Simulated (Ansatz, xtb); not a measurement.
**CH3ClF2Si2: which of two isomers lies lower**

Structure X: `F[SiH](F)/C=[SiH]/Cl`, a singlet. Structure Y: `F[Si](F)(Cl)C=[SiH2]`, a singlet. Both are isolated molecules in the gas phase, relaxed with B3LYP/6-31G*; the shapes shown needn't be the lowest conformers.

X (Å):

```yaml
atoms:
  - { symbol: C, position_ang: [-1.1586, -0.6796, 0.9078] }
  - { symbol: Cl, position_ang: [1.3065, 0.4677, 2.8036] }
  - { symbol: F, position_ang: [-0.5968, -1.4796, -1.6930] }
  - { symbol: F, position_ang: [-2.9125, -0.3928, -1.3212] }
  - { symbol: Si, position_ang: [-1.8206, -1.3645, -0.6475] }
  - { symbol: Si, position_ang: [0.4922, -0.2825, 1.0741] }
  - { symbol: H, position_ang: [-2.4614, -2.6912, -0.5237] }
  - { symbol: H, position_ang: [-1.8288, -0.5218, 1.7515] }
  - { symbol: H, position_ang: [1.5370, -0.4370, 0.0511] }
```

Y (Å):

| atom | x (Å) | y (Å) | z (Å) |
| --- | --- | --- | --- |
| C | -0.8951 | -0.4602 | 0.9024 |
| Cl | -2.6497 | 0.7559 | -1.5190 |
| F | -1.0537 | -1.7509 | -1.5813 |
| F | -3.1882 | -1.7916 | -0.1565 |
| Si | -1.9131 | -0.8953 | -0.5321 |
| Si | 0.7328 | -0.9602 | 1.1114 |
| H | -1.3460 | 0.1588 | 1.6771 |
| H | 1.4520 | -1.7927 | 0.1283 |
| H | 1.5289 | -0.5759 | 2.2977 |

Energies in hartree; the thermal terms are from B3LYP/6-31G* harmonic frequencies (ideal gas, rigid rotor, one conformer each, 298.15 K, 1 atm) and include the zero-point energy:

```
                               X            Y
E, CCSD(T)/def2-SVP  −1276.357242  −1276.363848
    E, MP2/def2-SVP  −1276.293433  −1276.299448
  E, MP2/def2-TZVPP  −1277.233624  −1277.238293
  zero-point energy      0.041421      0.040692
       H(298 K) − E      0.050334      0.049652
       G(298 K) − E      0.007219      0.006973
```

Correct the CCSD(T) difference for the basis set by the MP2 change, then work out ΔE, ΔE₀, ΔH and ΔG for X → Y in kcal/mol (1 Eh = 627.51 kcal/mol) and the equilibrium ratio [Y]/[X].

1. Differences Y − X: CCSD(T) −0.006606, MP2 in the small set −0.006015, MP2 in the large set −0.004669 Eh.
2. ΔE = −0.006606 + (−0.004669 − (−0.006015)) = −0.005260 Eh = −3.30 kcal/mol.
3. ΔE₀ = ΔE + ΔZPE = −0.005260 + (−0.000729) Eh = −3.76 kcal/mol.
4. ΔH = ΔE + (−0.000682) Eh = −3.73 kcal/mol.
5. ΔG = ΔE + (−0.000246) Eh = −3.46 kcal/mol, so ΔS = (ΔH − ΔG)/T = −3.8 J/(mol K).
6. kT = 0.9442 mEh, so K = [Y]/[X] = exp(−ΔG/kT) = exp(+5.83) ≈ 340.

Structure Y is favoured at this temperature. An error of 1 kcal/mol in ΔG would change K by a factor of 5.4. GFN2-xTB gave ΔE the other sign. Mirror images and further conformers aren't counted.

As drawn, both hold the same kinds of bond in the same numbers.

Other levels gave ΔE = +9.6 (GFN2-xTB); −7.0 (HF/STO-3G, GFN2-xTB geometries); −3.9 (r2SCAN-D4/def2-SVP, GFN2-xTB geometries); −4.3 (B3LYP/6-31G*); −3.5 (HF/def2-SVP); −3.8 (MP2/def2-SVP); −4.1 (CCSD(T)/def2-SVP) kcal/mol. The correlated steps freeze 18 core orbitals. Programs: Ansatz 0.2.0, xtb 6.7.1.
